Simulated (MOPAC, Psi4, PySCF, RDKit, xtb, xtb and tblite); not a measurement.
Two geometries of SMILES B[SiH2]CF, relaxed at GFN2-xTB with one dihedral held; other torsions can differ between them too.

Structure A

```
10

B     -1.7263     0.2990    -0.4103
Si    -0.2492    -0.5805     0.5238
C      1.3978     0.1942    -0.1383
F      1.2513     1.5609    -0.3081
H     -2.4270     1.0655     0.1266
H     -1.9350     0.1000    -1.5444
H     -0.0391    -2.0221     0.2905
H     -0.1698    -0.4318     1.9883
H      1.6759    -0.2020    -1.1181
H      2.2407     0.0587     0.5417
```

Structure B

```
10

B      1.7237     0.2968    -0.3919
Si     0.2190    -0.6490     0.4266
C     -1.4220     0.2501    -0.0765
F     -1.7902    -0.1325    -1.3535
H      1.9681     1.4031    -0.0974
H      2.4119    -0.1947    -1.1996
H     -0.0322    -2.0564     0.0815
H      0.1766    -0.5980     1.9022
H     -2.2607    -0.0152     0.5705
H     -1.3299     1.3387    -0.0959
```

Task: Which is lower in energy at the level DF-MP2 (frozen core)/cc-pVTZ // GFN2-xTB in Psi4, and by how much?

Result: A is lower, by 2.37 kJ/mol (dihedral B1–Si2–C3–F4: 40° in A, 80° in B).

E(B) − E(A) in kJ/mol at the other levels, on the same two geometries: GFN2-xTB (xtb and tblite) 2.37; B3LYP/def2-TZVP // GFN2-xTB (Psi4) 1.24; B3LYP-D3(BJ)/def2-TZVP // GFN2-xTB (Psi4) 1.37; PBE/def2-TZVP // GFN2-xTB (Psi4) 0.18; PBE-D3(BJ)/def2-TZVP // GFN2-xTB (Psi4) 0.25; M06-2X/def2-TZVP // GFN2-xTB (Psi4) 1.68; HF/cc-pVTZ // GFN2-xTB (Psi4) 2.69; UFF // GFN2-xTB (RDKit) -2.26; PM3, restricted, heats of formation // GFN2-xTB (MOPAC) -4.02; PM6, restricted, heats of formation // GFN2-xTB (MOPAC) 0.57; GFN1-xTB // GFN2-xTB (xtb) 1.41; restricted B3LYP/6-31G*, spherical d // GFN2-xTB (PySCF) 1.23; restricted B3LYP/3-21G // GFN2-xTB (PySCF) -0.09; restricted LDA (SVWN5)/6-31G*, spherical d // GFN2-xTB (PySCF) -0.63; restricted B3LYP/LANL2DZ, with its core potentials past Ne // GFN2-xTB (PySCF) 2.47.
